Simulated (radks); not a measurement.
The rhenium ion Re+ is in [Xe] 4f14 5d5 6s1. Calculated with a radial shooting solver on a logarithmic mesh with Libxc functionals: scalar-relativistic Kohn-Sham, PBE, spin-polarised, spherical densities, finite nucleus; Fermi nuclear charge, rms radius of each element as measured or else 0.836 A^(1/3) + 0.57 fm. Open shells are filled with parallel spins first. One electron is removed from 5p, 6s, 5d, 4f in turn, with full relaxation. Which removal costs least, and what does each cost?

Answer. 6s 17.202 eV; 5d 19.381 eV; 5p 58.925 eV; 4f 59.934 eV. The 6s electron leaves first.
